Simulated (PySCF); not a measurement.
CH₄Cl₂OSi₂.

```xyz
10

Cl     1.5075     0.1130     1.6903
Si     0.2986    -0.0178     0.0000
Cl     1.5075     0.1130    -1.6903
C     -0.9314    -1.5100     0.0000
O     -2.1767    -0.7741     0.0000
Si    -1.8535     0.9118     0.0000
H     -0.8543    -2.1560    -0.9022
H     -0.8543    -2.1560     0.9022
H     -2.3873     1.6040     1.2244
H     -2.3873     1.6040    -1.2244
```
Charge 0, spin multiplicity 1.

Coordinates come from a PBE-D3(BJ)/def2-SVP optimisation. The structure was generated by enumeration, and PubChem lists no compound with its InChIKey, so it may never have been made.

All values below come from PySCF with B3LYP/pcSseg-1. Non-relativistic, no solvent.

Computed absolute GIAO shielding of each atom: isotropic value and principal components (ppm):
```
atom  σ(iso)    σ11    σ22    σ33   span
----  ------  -----  -----  -----  -----
Cl1    814.0  680.0  808.5  953.4  273.5
Si2    269.8  243.8  276.1  289.5   45.7
Cl3    814.0  680.0  808.5  953.4  273.5
C4      87.9   32.4   89.6  141.7  109.3
O5     283.5  214.3  269.2  366.9  152.6
Si6    299.7  181.8  284.1  433.3  251.5
H7      26.3   22.2   26.6   30.2    8.0
H8      26.3   22.2   26.6   30.2    8.0
H9      25.5   22.9   23.7   30.0    7.1
H10     25.5   22.9   23.7   30.0    7.1
```
